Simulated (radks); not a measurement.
Results of a calculation; reference values are marked as such.
Species: Cd+. Configuration: [Kr] 4d10 5p1 (not the ground configuration).

Level of theory: Dirac Kohn-Sham, PBE, spin-unpolarised, spherical densities, point nucleus; open shells are shared between the two j in proportion to 2j + 1 (a radial shooting solver on a logarithmic mesh with Libxc functionals).

Energy parts (hartree):
total: -5595.48237
kinetic: 5867.65144
electron-nucleus: -13558.51602
Hartree: 2249.79989
exchange-correlation: -154.41768

Orbitals (lengths in bohr, moments of r in powers of bohr; r(max) is where P^2 peaks; r(90%) holds 90 % of the orbital's charge):
orbital      occ.  eigenvalue (hartree)   r(max)  r(90%)      <r>  small-component weight
1s1/2           2             -974.5938  0.01967  0.0546  0.03040                3.10e-02
2s1/2           2             -144.9722   0.1113   0.203   0.1313                6.51e-03
2p1/2           2             -134.9834  0.08597   0.182   0.1112                6.52e-03
2p3/2           4             -127.9104  0.09031   0.189   0.1164                6.25e-03
3s1/2           2             -27.33178   0.3240   0.527   0.3580                1.85e-03
3p1/2           2             -23.32961   0.3105   0.526   0.3494                1.79e-03
3p3/2           4             -22.06649   0.3205   0.542   0.3604                1.72e-03
3d3/2           4             -14.98630   0.2642   0.526   0.3327                1.60e-03
3d5/2           6             -14.72966   0.2670   0.531   0.3362                1.58e-03
4s1/2           2              -4.27451   0.7959    1.28   0.8795                4.77e-04
4p1/2           2              -2.99252   0.8292    1.39   0.9393                4.18e-04
4p3/2           4              -2.77877   0.8541    1.43   0.9702                3.95e-04
4d3/2           4              -0.82673   0.9746    1.99    1.254                2.48e-04
4d5/2           6              -0.80064   0.9853    2.02    1.272                2.42e-04
5p1/2    0.333333              -0.30982    2.730    4.97    3.303                3.47e-05
5p3/2    0.666667              -0.29678    2.834    5.14    3.417                3.25e-05

The highest occupied level is 5p3/2 at -8.076 eV. Summed over all electrons, <r^2> = 43.14 bohr^2, which gives a Langevin (diamagnetic) susceptibility term of -34.2 x 10^-6 cm^3/mol.
